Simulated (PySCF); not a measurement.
# How methods differ on the excitation energy of Ag(2+)

Ag(2+) [Kr] 4d9 (2D) → Ag(2+) [Kr] 4d8 5p1 (high-spin determinant), as a difference of total energies. Computed with PySCF 2.14 in aug-cc-pwCVTZ-PP with ECP28MDF (8s8p7d4f3g, 122 functions), with a scalar-relativistic core potential. Correlated levels: valence: 4s2 4p6 frozen; valence and next inner shell: nothing frozen outside the core potential. The calculations carry no spin-orbit coupling.

```tsv
method	excitation energy (eV)
UHF	13.825
LDA	14.564
PBE	14.304
PBE0	14.437
r2SCAN	14.125
M06-L	14.828
TPSSh	14.218
BP86	14.307
MP2 (valence)	15.059
SCS-MP2 (valence)	15.134
MP2 (valence and next inner shell)	14.897
SCS-MP2 (valence and next inner shell)	14.874
```

Q: How much does correlation contribute at MP2 (valence and next inner shell)?

A: 14.897 − (13.825) = 1.072 eV, measured against UHF.

The determinant of the upper state mixes LS terms, which raises its energy above the lowest term, most at the Hartree-Fock and MP2 levels.
